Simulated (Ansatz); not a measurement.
`[CH3][GeH2][I]` + CH₃OH → `C[O][GeH2][CH3]` + HI  (ligand exchange at a Ge–I bond)

Calculated with Ansatz (gas phase, PBE0-D4/def2-TZVP geometries, no zero-point term in ΔE). CCSD(T)/CBS is the MP2 limit (def2-TZVPP, def2-QZVPP) plus CCSD(T) − MP2 in def2-TZVPP, frozen cores. This one scheme is used for every species. Functionals use def2-TZVPP. Elements past krypton have def2 core potentials. For Ge, I outer-core shells are correlated without core-valence functions, which leaves a few kJ/mol of doubt a bond. Scalar relativity is left out up to krypton. Each species was taken in one conformer, which may not be the lowest.

`[CH3][GeH2][I]`:

```xyz
8

C    -0.664    0.832    0.219
Ge    0.508   -0.586   -0.406
I     1.226   -1.958    1.588
H    -0.134    1.465    0.931
H    -1.539    0.403    0.707
H    -0.989    1.440   -0.628
H     1.795   -0.043   -1.046
H    -0.202   -1.553   -1.365
```

CH₃OH:

Z-matrix (Å, degrees):
```
C
O 1 1.409
H 1 1.097 2 112.4
H 1 1.090 2 107.0 3 -118.5
H 1 1.097 2 112.4 3 123.0
H 2 0.959 1 108.5 3 -61.6
```

`C[O][GeH2][CH3]`:

Cartesian coordinates in Å:
```
C 0.323 0.993 -1.891
O 0.520 0.015 -0.904
Ge -0.439 0.122 0.596
C 0.123 -1.396 1.659
H 0.987 0.771 -2.731
H 0.561 2.003 -1.529
H -0.709 1.002 -2.268
H -0.132 1.481 1.268
H -1.936 0.075 0.214
H 1.193 -1.329 1.860
H -0.414 -1.419 2.609
H -0.078 -2.320 1.117
```

HI:

Z-matrix (Å, degrees):
```
I
H 1 1.610
```

| level | ΔE (kJ/mol) | difference from CCSD(T)/CBS |
| --- | --- | --- |
| PBE-D4 | 64.1 | 2.2 |
| PBE0-D4 | 68.2 | 6.3 |
| BHLYP-D4 | 63.5 | 1.6 |
| ωB97M-V | 59.7 | -2.2 |
| PBE-QIDH | 65.7 | 3.8 |
| r2SCANh | 62.7 | 0.8 |
| HF/def2-SVP | 61.1 | -0.8 |
| MP2/def2-SVP | 52.5 | -9.4 |
| SCS-MP2/def2-TZVPP | 54.9 | -7.0 |
| CCSD/CBS(def2) | 62.6 | 0.7 |
| CCSD(T)/CBS | 61.9 | 0 |

Largest T1 diagnostic among the species: 0.011.

From PBE to PBE0 (25 % exact exchange), in def2-TZVPP and without D4, ΔE moves by +3.9 kJ/mol. At CCSD(T), def2-SVP lies −14.1 kJ/mol from the extrapolated value and def2-TZVPP −9.1 kJ/mol. Leaving LDA and LC-ωPBE aside and taking each functional with its dispersion term where it has one, the values, not all of them listed here, spread over 19.5 kJ/mol, from B97M-V to HSE06-D4. LDA lies −6.8 kJ/mol from PBE without D4.
